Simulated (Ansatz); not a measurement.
# Nudged elastic band run: F5H3OW

The input (input.yaml):

```yaml
crystal:
  periodic: [false, false, false]
  atoms:
    - { symbol: W, position_ang: [-0.321295, -0.301184, -0.10365] }
    - { symbol: H, position_ang: [-1.602166, 0.582557, 0.59164] }
    - { symbol: O, position_ang: [1.504719, -0.543647, -0.205341] }
    - { symbol: H, position_ang: [2.221669, -0.01886, 0.259243] }
    - { symbol: F, position_ang: [0.366542, 1.170101, 1.036231] }
    - { symbol: F, position_ang: [-1.134957, -1.589635, -1.161147] }
    - { symbol: F, position_ang: [-0.659454, -1.417652, 1.335311] }
    - { symbol: F, position_ang: [-0.585529, 0.861177, -1.520305] }
    - { symbol: F, position_ang: [2.8221, 1.144353, 1.195824] }
    - { symbol: H, position_ang: [1.91347, 1.408987, 1.329394] }
basis:
  gaussian: { orbitals: def2-SVP }
hamiltonian:
  xc: b3lyp
neb:
  order_check: false
  images: 7
  f_tol: 0.05
  max_iterations: 60
  initial_path: linear
  final_atoms:
    - { symbol: W, position_ang: [0.55316728, 0.16011033, -0.705345] }
    - { symbol: H, position_ang: [-0.8773923, 0.56966513, 3.43231377] }
    - { symbol: O, position_ang: [2.03849663, -0.76438556, -0.15065398] }
    - { symbol: H, position_ang: [2.80612835, -1.25034023, 0.16911838] }
    - { symbol: F, position_ang: [1.19175636, 0.29487214, -2.44779283] }
    - { symbol: F, position_ang: [-0.95562171, 1.09558573, -1.25406389] }
    - { symbol: F, position_ang: [-0.20266828, 0.09716067, 0.99834322] }
    - { symbol: F, position_ang: [-0.34177351, -1.40830323, -1.15763028] }
    - { symbol: F, position_ang: [1.33259763, 1.80035596, -0.29570534] }
    - { symbol: H, position_ang: [-1.01959145, 0.70147607, 4.16861596] }
```

Command:

```bash
$ ansatz run input.yaml --threads 4 --pin off --max-ram 5120MiB --backend cpu --events-out ev --progress --plain --runs-dir out
```

Output, in part (warnings, iteration lines, the closing report on the highest movable image, with atoms numbered from 0):

```
NEB end point (image 0): max|allowed force component| = 2.758e-2 eV/Å (the criterion of neb.relax_end_points is 1.000e-2)
NEB end point (image 8): max|allowed force component| = 1.662e-2 eV/Å (the criterion of neb.relax_end_points is 1.000e-2)
NEB iter   1: max|band force component| = 4.945e0 eV/Å  barrier→ = 10.3736 eV  barrier← = 11.4101 eV  Δτ_max = 0.2000 Å  (403 SCF iters)
NEB iter   2: max|band force component| = 4.732e0 eV/Å  barrier→ = 8.9686 eV  barrier← = 10.0051 eV  Δτ_max = 0.2000 Å  (329 SCF iters)
NEB iter   3: max|band force component| = 3.984e0 eV/Å  barrier→ = 7.8674 eV  barrier← = 8.9040 eV  Δτ_max = 0.2000 Å  (292 SCF iters)
NEB iter   4: max|band force component| = 1.773e1 eV/Å  barrier→ = 6.6167 eV  barrier← = 7.6533 eV  Δτ_max = 0.1042 Å  (273 SCF iters)
NEB iter   5: max|band force component| = 4.655e0 eV/Å  barrier→ = 5.6975 eV  barrier← = 6.7341 eV  Δτ_max = 0.2000 Å  (264 SCF iters)
NEB iter   6: max|band force component| = 9.043e0 eV/Å  barrier→ = 3.7439 eV  barrier← = 4.7805 eV  Δτ_max = 0.1011 Å  (254 SCF iters)
NEB iter   7: max|band force component| = 3.945e0 eV/Å  barrier→ = 2.9839 eV  barrier← = 4.0205 eV  Δτ_max = 0.2000 Å  (246 SCF iters)
NEB iter   8: max|band force component| = 8.153e0 eV/Å  barrier→ = 2.4752 eV  barrier← = 3.5118 eV  Δτ_max = 0.1016 Å  (250 SCF iters)
NEB iter   9: max|band force component| = 1.703e0 eV/Å  barrier→ = 1.6510 eV  barrier← = 2.6876 eV  Δτ_max = 0.2000 Å  (246 SCF iters)
NEB iter  10: max|band force component| = 9.638e-1 eV/Å  barrier→ = 1.0691 eV  barrier← = 2.1056 eV  Δτ_max = 0.2000 Å  (258 SCF iters)
NEB iter  11: max|band force component| = 1.054e0 eV/Å  barrier→ = 0.7601 eV  barrier← = 1.7967 eV  Δτ_max = 0.1020 Å  (250 SCF iters)
NEB iter  12: max|band force component| = 4.270e-1 eV/Å  barrier→ = 0.6308 eV  barrier← = 1.6674 eV  CI = image 3  Δτ_max = 0.2000 Å  (234 SCF iters)
NEB iter  13: max|band force component| = 8.224e-1 eV/Å  barrier→ = 0.8302 eV  barrier← = 1.8668 eV  CI = image 3  Δτ_max = 0.1023 Å  (242 SCF iters)
NEB iter  14: max|band force component| = 6.966e-1 eV/Å  barrier→ = 0.8279 eV  barrier← = 1.8645 eV  CI = image 3  Δτ_max = 0.1004 Å  (238 SCF iters)
NEB iter  15: max|band force component| = 8.599e-1 eV/Å  barrier→ = 0.8301 eV  barrier← = 1.8667 eV  CI = image 3  Δτ_max = 0.1012 Å  (233 SCF iters)
NEB iter  16: max|band force component| = 7.288e-1 eV/Å  barrier→ = 0.8483 eV  barrier← = 1.8849 eV  CI = image 3  Δτ_max = 0.2000 Å  (237 SCF iters)
NEB iter  17: max|band force component| = 3.684e-1 eV/Å  barrier→ = 0.8540 eV  barrier← = 1.8906 eV  CI = image 3  Δτ_max = 0.2000 Å  (236 SCF iters)
NEB iter  18: max|band force component| = 5.047e-1 eV/Å  barrier→ = 0.9293 eV  barrier← = 1.9659 eV  CI = image 3  Δτ_max = 0.1000 Å  (239 SCF iters)
NEB iter  19: max|band force component| = 7.244e-1 eV/Å  barrier→ = 0.9599 eV  barrier← = 1.9964 eV  CI = image 3  Δτ_max = 0.0506 Å  (236 SCF iters)
NEB iter  20: max|band force component| = 2.711e-1 eV/Å  barrier→ = 0.9319 eV  barrier← = 1.9685 eV  CI = image 3  Δτ_max = 0.0554 Å  (239 SCF iters)
NEB iter  21: max|band force component| = 1.606e-1 eV/Å  barrier→ = 0.9305 eV  barrier← = 1.9671 eV  CI = image 3  Δτ_max = 0.0992 Å  (240 SCF iters)
NEB iter  22: max|band force component| = 9.974e-2 eV/Å  barrier→ = 0.9234 eV  barrier← = 1.9600 eV  CI = image 3  Δτ_max = 0.0992 Å  (241 SCF iters)
NEB iter  23: max|band force component| = 1.168e-1 eV/Å  barrier→ = 0.9164 eV  barrier← = 1.9530 eV  CI = image 3  Δτ_max = 0.0499 Å  (239 SCF iters)
NEB iter  24: max|band force component| = 1.365e-1 eV/Å  barrier→ = 0.9047 eV  barrier← = 1.9413 eV  CI = image 3  Δτ_max = 0.0250 Å  (231 SCF iters)
NEB iter  25: max|band force component| = 1.274e-1 eV/Å  barrier→ = 0.9011 eV  barrier← = 1.9377 eV  CI = image 3  Δτ_max = 0.0498 Å  (233 SCF iters)
NEB iter  26: max|band force component| = 1.002e-1 eV/Å  barrier→ = 0.8946 eV  barrier← = 1.9312 eV  CI = image 3  Δτ_max = 0.0499 Å  (239 SCF iters)
NEB iter  27: max|band force component| = 9.791e-2 eV/Å  barrier→ = 0.8911 eV  barrier← = 1.9277 eV  CI = image 3  Δτ_max = 0.0500 Å  (240 SCF iters)
NEB iter  28: max|band force component| = 7.045e-2 eV/Å  barrier→ = 0.8897 eV  barrier← = 1.9263 eV  CI = image 3  Δτ_max = 0.0366 Å  (238 SCF iters)
NEB iter  29: max|band force component| = 6.621e-2 eV/Å  barrier→ = 0.8894 eV  barrier← = 1.9260 eV  CI = image 3  Δτ_max = 0.0295 Å  (243 SCF iters)
NEB iter  30: max|band force component| = 3.680e-2 eV/Å  barrier→ = 0.8893 eV  barrier← = 1.9259 eV  CI = image 3  Δτ_max = 0.0063 Å  (441 SCF iters)
NEB iter  31: max|band force component| = 2.951e-2 eV/Å  barrier→ = 0.8891 eV  barrier← = 1.9257 eV  CI = image 3  Δτ_max = 0.0000 Å  (68 SCF iters)
Total energy: -17499.08663731 eV, -643.0795726144 hartree
Atom 0 at     0.242743     0.070026    -0.144414 Å, force    -0.026143     0.005136     0.004176 eV/Å
Atom 1 at    -0.816008     0.626706     1.297131 Å, force    -0.024478    -0.005800    -0.018808 eV/Å
Atom 2 at     2.048238    -0.372465    -0.385206 Å, force     0.003460     0.014587     0.031889 eV/Å
Atom 3 at     2.580393    -0.509210     0.420078 Å, force     0.005087    -0.005092    -0.018134 eV/Å
Atom 4 at     0.266835     1.924164    -0.257513 Å, force     0.004660     0.001403    -0.006322 eV/Å
Atom 5 at    -1.514187    -0.450190    -0.564047 Å, force     0.000261     0.002834    -0.000748 eV/Å
Atom 6 at     0.158179    -1.504804     0.869479 Å, force     0.001093    -0.002832    -0.006892 eV/Å
Atom 7 at     0.284640     0.092528    -2.004564 Å, force    -0.002353    -0.007795     0.005944 eV/Å
Atom 8 at     1.210776     0.668039     1.732554 Å, force     0.021163    -0.002561     0.008074 eV/Å
Atom 9 at     0.063491     0.751403     1.793702 Å, force     0.017250     0.000119     0.000820 eV/Å
Dipole moment:     0.257471     0.027761     0.419364 e Å
```

The run converged. The band force fell under the threshold earlier too, but the program's further tests of the path sent the band on. Beside the main top the profile has a ripple of under 15 meV (maxima at images 3, 7), which may be a very shallow well or noise. Neighbouring images differ by up to 1.5 eV, so the band resolves the path poorly. The order of the point at the top wasn't checked. Another band between the same ends, with other settings, climbed to 0.484 eV only, so this may not be the lowest route. The orbitals stay closed-shell, which can raise the energy where a bond breaks towards radicals; this wasn't checked here.

Final band (atoms are numbered from 1 in the order of the input):

| image | path coordinate (Å) | energy (kcal/mol) | W1–H2 (Å) | F9–H10 (Å) | W1–F9 (Å) |
| --- | --- | --- | --- | --- | --- |
| 0 | 0.00 | 0.0 | 1.70 | 0.96 | 3.70 |
| 1 | 1.82 | 7.1 | 1.70 | 0.93 | 3.39 |
| 2 | 3.64 | 8.2 | 1.69 | 0.94 | 3.00 |
| 3 | 5.47 | 20.5 | 1.87 | 1.15 | 2.19 |
| 4 | 7.29 | -13.7 | 3.09 | 2.14 | 1.87 |
| 5 | 9.12 | -23.7 | 4.42 | 2.55 | 1.86 |
| 6 | 10.95 | -23.8 | 4.88 | 2.60 | 1.86 |
| 7 | 12.78 | -23.7 | 3.98 | 3.57 | 1.86 |
| 8 | 14.61 | -23.9 | 4.40 | 5.16 | 1.86 |

The run took 11 min on 4 threads of Arm Neoverse V1, with other jobs on the host, peak memory 0.36 GiB.
